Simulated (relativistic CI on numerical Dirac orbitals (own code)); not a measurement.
## Mn6+ in a cubic cluster: 3s photoemission with charge transfer

Computed with a charge-transfer multiplet model of a cubic metal-ligand cluster with up to 2 ligand holes, Slater and spin-orbit integrals from Dirac-Coulomb-Breit ions, Slater integrals scaled by 0.8. The ground state mixes d1 with configurations of k ligand holes L, whose averages lie at kΔ + k(k − 1)U_dd/2; a core hole lowers each added d electron by U_cd. 300 K, Lorentzian 1.4 eV and Gaussian 0.8 eV FWHM.

Atomic integrals in eV (Slater integrals scaled, ζ unscaled), ground: F2dd 10.611, F4dd 6.708, zeta_d 0.064; with the core hole: F2dd 10.611, F4dd 6.708, zeta_d 0.072, G2cd 10.972. Where a configuration has fewer than two d electrons, the dd integrals are those of d2.

Cluster parameters (eV): Δ = -1.1, U_dd = 6.6, U_cd = 8.4, 10Dq(ligand) = 0.9, V(eg) = 1.8, V(t2g) = -0.96, final-state hopping factor = 1.

| Case | n_d | d1 | d2L | d3L2 | S |
| --- | --- | --- | --- | --- | --- |
| 10Dq = 0.5 eV | 1.97 | 0.20 | 0.63 | 0.17 | 0.50 |
| 10Dq = 0.8 eV | 1.97 | 0.20 | 0.62 | 0.17 | 0.50 |
| 10Dq = 1.1 eV | 1.96 | 0.21 | 0.62 | 0.17 | 0.50 |
| 10Dq = 1.4 eV | 1.96 | 0.21 | 0.62 | 0.17 | 0.50 |
| 10Dq = 2 eV | 1.96 | 0.21 | 0.63 | 0.17 | 0.50 |

Weights, n_d and S are thermal averages at 300 K. Binding energies count from the first peak over 30 % of the highest in each spectrum, which can be another peak from case to case. The parameters are a model scan and need not match a compound or its usual spin state. Peaks in eV (height, largest 100):
- 10Dq = 0.5 eV: 0.0 (100), 4.5 (53), 7.8 (43), 16.4 (14), 21.7 (5)
- 10Dq = 0.8 eV: 0.0 (100), 4.4 (52), 7.7 (43), 16.6 (14), 21.5 (5)
- 10Dq = 1.1 eV: 0.0 (100), 4.5 (51), 7.7 (42), 16.7 (14), 21.4 (6)
- 10Dq = 1.4 eV: 0.0 (100), 4.5 (50), 7.8 (43), 16.7 (15), 21.4 (6)
- 10Dq = 2 eV: 0.0 (100), 4.5 (48), 7.8 (45), 16.7 (16), 21.4 (6)

For the case 10Dq = 1.4 eV, Δ = -1.1 eV is smaller than U_dd = 6.6 eV, the charge-transfer side of the Zaanen-Sawatzky-Allen scheme (negative Δ: between configuration averages a ligand hole costs less than the nominal valence; multiplet and field energies can change this for the lowest states). With the core hole the average of the configuration with one ligand hole lies at Δ − U_cd = -9.5 eV before mixing: it lies below the unscreened one, so the lowest final states are mostly screened and the unscreened weight appears at higher binding energy as a satellite.

With at most 2 ligand holes the space is cut while the next configuration still counts, so covalency is underestimated, and a final configuration with one more ligand hole, which can lie low, is missing from the spectra.

Without intra-shell correlation the exchange splitting of the 3s hole comes out too large.
